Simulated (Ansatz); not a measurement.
Born–Oppenheimer molecular dynamics of ClFGeH$_{2}$ (5 atoms, charge 0, multiplicity 1). It starts from a relaxed structure.

The calculation used Ansatz 0.2.0, RKS LDA/def2-SVP.

| Item | Value |
| --- | --- |
| ensemble | NVE (velocity Verlet) |
| time step | 0.5 fs |
| steps asked | 100 |
| starting velocities drawn for | 700 K |
| seed | 702737 |

First frame:

```xyz
5
Properties=species:S:1:pos:R:3
Ge -0.020 0.000 -0.059
F 0.013 0.000 1.668
Cl 2.010 0.000 -0.710
H -0.685 1.317 -0.495
H -0.685 -1.317 -0.495
```

(1) How far do the bonds stretch over the last three quarters of this one trajectory? (Pairs bonded in most of those frames.)

Answers

(1) 
| bond | mean (Å) | spread (Å) | shortest | longest |
| --- | --- | --- | --- | --- |
| Ge1–F2 | 1.737 | 0.026 | 1.69 | 1.77 |
| Ge1–Cl3 | 2.116 | 0.073 | 2.03 | 2.24 |
| Ge1–H4 | 1.545 | 0.070 | 1.44 | 1.65 |
| Ge1–H5 | 1.540 | 0.017 | 1.51 | 1.56 |

Mean temperature of the second half: 409 K. The conserved energy stayed within 0.22 meV per atom of its start (net change 0.14 meV per atom), so the integration is sound. A run of 0.05 ps of so small a system gives no equilibrium averages.

The run took 87 s on 1 thread of Arm Neoverse V2, with other jobs on the host, peak memory 0.12 GiB.
